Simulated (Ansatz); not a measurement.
Two isomers of C2H10BNSi: A = `CB(N)C[SiH3]`, B = `CNB(C)[SiH3]`.

Calculated with Ansatz (gas phase, PBE0-D4/def2-TZVP geometries, no zero-point term in ΔE). CCSD(T)/CBS is the MP2 limit (def2-TZVPP, def2-QZVPP) plus CCSD(T) − MP2 in def2-TZVPP, frozen cores. DFT in def2-TZVPP. One conformer a species, not always the lowest.

Question: Which isomer does CCSD(T)/CBS put lower? Give the gap. (Estimate.)

Answer: Computed: A, by 100.7 kJ/mol.

Question: Give E(B) − E(A) in kJ/mol with ωB97M-V, r2SCAN-D4, LDA (SPW92), PBE-D4, MP2/def2-TZVPP, PBE0-D4, B2PLYP. (Estimate.)

Answer: Ansatz gave: ωB97M-V 105.1, r2SCAN-D4 100.5, LDA (SPW92) 88.8, PBE-D4 88.4, MP2/def2-TZVPP 108.0, PBE0-D4 94.7, B2PLYP 98.6. None reverses the order clearly.

Question: Does the order hold for the free energy at 298.15 K (harmonic terms from PBE0-D4)? (An estimate is asked.)

Answer: Computed: Yes: G(B) − G(A) = +100.3 kJ/mol, for one conformer each. Modes under 60 cm⁻¹, often nearly free rotors, make the harmonic entropy too high.

Largest T1 diagnostic: 0.013.

Leaving LDA and LC-ωPBE aside and taking each functional with its dispersion term where it has one, the values, not all of them listed here, spread over 16.8 kJ/mol, from revPBE-D4 to ωB97M-V. From PBE to PBE0 (25 % exact exchange), in def2-TZVPP and without D4, E(B) − E(A) moves by +6.5 kJ/mol.
